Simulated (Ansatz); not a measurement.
Species: sum formula H7Si3O2 (charge -1, singlet). It need not be the lowest isomer of its formula. Whether it binds its extra electron was not tested at this geometry. 
Structure (B3LYP-D3(BJ)/def2-TZVP (Ansatz, a quantum-chemistry and plane-wave program) minimum search):
SMILES: O([SiH2]O[SiH2-])[SiH3]
```xyz
12

Si     0.1925    -1.2245     0.6668
O      1.5516    -0.4925     0.2463
Si     1.8340     1.2729     0.1901
O     -1.1401    -0.7461    -0.1873
Si    -1.9117     0.5070    -0.8843
H     -0.1493    -1.0350     2.1036
H      0.3008    -2.6877     0.4023
H      0.6107     1.6259    -0.7018
H      1.0377     1.6301     1.4751
H     -2.0242     1.7048    -0.0237
H     -1.3658     0.8686    -2.2120
H     -3.3096     0.0269    -1.1302
```
Charge -1, spin multiplicity 1.

Basis-set convergence of Hartree-Fock and CCSD(T) correlation energies (hartree) with Ansatz. Correlated levels leave the core frozen unless marked. Spin-orbit coupling is left out. Non-relativistic. This anion needs diffuse functions, which these sets lack.

| basis | functions | E(HF) | E(corr, CCSD(T)) |
|---|---|---|---|
| cc-pV(D+d)Z | 132 | -1020.76103 | -0.75679 |
| cc-pV(T+d)Z | 275 | -1020.87213 | -0.94546 |
| cc-pV(Q+d)Z | 512 | (withheld) | (withheld) |

What belongs in the gaps?


- cc-pV(Q+d)Z, E(HF): -1020.89905
- cc-pV(Q+d)Z, E(corr, CCSD(T)): -1.00833
